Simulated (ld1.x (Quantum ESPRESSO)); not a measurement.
**Which change was made? (In, RRKJ)**

ld1.x (Quantum ESPRESSO) 7.5 input, shortened:

```
&input
   title='In', zed=49., rel=2, dft='PBE', iswitch=3,
   config='[Kr] 4d10 5s2 5p1 5d-2', rel_dist='average'
 /
 &inputp
   pseudotype=2, tm=.false., rho0=0.005, lloc=0,
   nlcc=.false.
 /
3
5P  2  1   1.00   0.00  2.80  2.80  0.0
5D  3  2  -2.00   0.30  3.00  3.00  0.0
5S  1  0   2.00   0.00  2.40  2.40  0.0
 &test
   configts(1)='5s2 5p1'
 /
```

Open shells are filled in proportion to 2j + 1 (rel_dist='average').

Cutoffs, loose and tight: the cutoffs (Ry, on a coarse ladder) from which the occupation-weighted sum of valence levels, in a spherical-Bessel basis at the reference potential, stays within 10 and 1 mRy of its value at 400 Ry. They do not see the model core or the augmentation charge, which bear on the density cutoff. Test errors are all-electron minus pseudo excitation energies from the reference, over the configurations 5s2 5p0; 5s1 5p0; 5s2 5p0.5; 5s1 5p1; 5s1 5p2; 5s2 5p1.3; 5s0 5p3; variants that change the core or the reference have their own tests.

The base gives: outcome: generated; cutoff, loose: 15 Ry; cutoff, tight: 25 Ry; bound ghosts: none; largest test error (meV): +117.

Question: After one change the result is: outcome: generated; cutoff, loose: 15 Ry; cutoff, tight: 25 Ry; bound ghosts: none; largest test error (meV): +232. Which change was it?
A. reference 5s2 5p0
B. local potential all-electron potential smoothed inside 2.75 bohr (lloc = -1)
C. core correction a·sin(br)/r model core inside 1.78 bohr

Answer: A. The others give: core correction a·sin(br)/r model core inside 1.78 bohr → outcome: generated; cutoff, loose: 15 Ry; cutoff, tight: 25 Ry; bound ghosts: none; largest test error (meV): -200 | local potential all-electron potential smoothed inside 2.75 bohr (lloc = -1) → outcome: generated; cutoff, loose: 18 Ry; cutoff, tight: 30 Ry; bound ghosts: none; largest test error (meV): +118.
